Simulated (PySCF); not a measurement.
Ge(H)(Me)(OMe)2, SMILES C[O][GeH]([CH3])[O]C at its GFN2-xTB optimised geometry (Å):

```
16

Ge    -0.6756     0.1466     0.0000
C     -1.4942    -0.9055    -1.4809
O     -1.0929    -0.5908     1.5606
C     -2.3748    -0.9432     2.0268
O      1.0680     0.1466     0.0000
C      1.9244    -0.9473     0.2612
H     -0.9194     1.6360     0.0000
H     -1.3213    -1.9666    -1.3125
H     -1.0462    -0.6251    -2.4285
H     -2.5643    -0.7336    -1.5419
H     -2.9670    -0.0574     2.2665
H     -2.2332    -1.5309     2.9356
H     -2.9232    -1.5445     1.2974
H      1.9545    -1.6360    -0.5872
H      1.6117    -1.4936     1.1524
H      2.9232    -0.5391     0.4232
```

Level of theory: CAM-B3LYP/def2-TZVP (PySCF).

Map of the log10 of the electron density (e/bohr³), floored at −4 on the plane z = 0.8 Å:

```
|000000000000000000000000000|
|000000000000000000000000000|
|000000000000000000000000000|
|000000000000000000000000000|
|000000000000000000000000000|
|000000000122110000000000000|
|000000012333321000000000000|
|000000023455432100000000000|
|000000124566543222100000000|
|000000134567654443310000000|
|000001234677665565431100000|
|000012235677766776543321000|
|000123346788877887655543100|
|001234456889877888777654200|
|001345567899877788888864200|
|002456667898766689999864200|
|012467766787655689998754200|
|013467765666544689986543100|
|002456665444434578875431000|
|001345543333222456654210000|
|000233332111001234432100000|
|000011110000000112210000000|
|000000000000000000000000000|
|000000000000000000000000000|
|000000000000000000000000000|
|000000000000000000000000000|
|000000000000000000000000000|
```
Scale: ten equal steps from -4.00 (start of '0') to -0.580 (end of '9'), in the order '0123456789'; x runs from -5.00 to 5.00, y from -5.00 (bottom) to 5.00 (top).
